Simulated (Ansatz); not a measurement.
`[SiH3]/C=C/Cl` + `[NH2][AlH][Cl]` → `[SiH3][NH][AlH][Cl]` + `C=CCl` at 400 K and 1 bar (ligand exchange at the Si–C bond).

Program: Ansatz. Geometries: PBE0-D4/def2-TZVP. ΔE: electronic, gas phase. CBS: MP2 limit from def2 TZ/QZ plus the TZ coupled-cluster correction, frozen cores. This one scheme is used for every species. One conformer a species, not always the lowest.

```csv
species,CCSD(T)/CBS energy (Eh),H − E (kJ/mol),S (J/(mol·K))
`[SiH3]/C=C/Cl`,-827.94021,180.4,347.3
`[NH2][AlH][Cl]`,-758.40905,113.0,317.2
`[SiH3][NH][AlH][Cl]`,-1048.70845,163.4,385.6
`C=CCl`,-537.65823,130.0,280.5
```

H − E and S are ideal-gas, rigid-rotor, harmonic terms from PBE0-D4/def2-TZVP, for one conformer and one mirror image of each species. 1 Eh = 2625.50 kJ/mol, R = 8.31446 J/(mol·K).

Question: By hand: ΔE, ΔH, ΔS and ΔG.

Answer: ΔE = (-1048.70845) + (-537.65823) − (-827.94021) − (-758.40905) = -0.01742 Eh = -45.7 kJ/mol. Δ(H − E) = 163.4 + 130.0 − 180.4 − 113.0 = 0.0, so ΔH = -45.7 kJ/mol. ΔS = 385.6 + 280.5 − 347.3 − 317.2 = 1.6 J/(mol·K). ΔG = -45.7 − 400 × (1.6)/1000 = -46.3 kJ/mol.

Question: By hand: the equilibrium constant, and the temperature at which ΔG would vanish if ΔH and ΔS stayed fixed.

Answer: log₁₀ K = −ΔG/(RT ln 10) = 6.0. ΔH and −TΔS have one sign here, so there is no such temperature. One of them is within its doubt of zero, so this could turn.

The number of gas molecules stays the same, so ΔS is small and ΔH decides. A doubt of 5 kJ/mol in ΔE shifts log₁₀ K by 0.7 here. Other conformers and mirror images would add mixing entropy, several J/(mol·K) or more a flexible species. Modes under 60 cm⁻¹, often nearly free rotors, make the harmonic entropy too high. These are equilibria of isolated gas molecules and say nothing of rates. Largest T1 diagnostic: 0.011 (customary marks: 0.02 for closed shells, 0.045 for open ones).
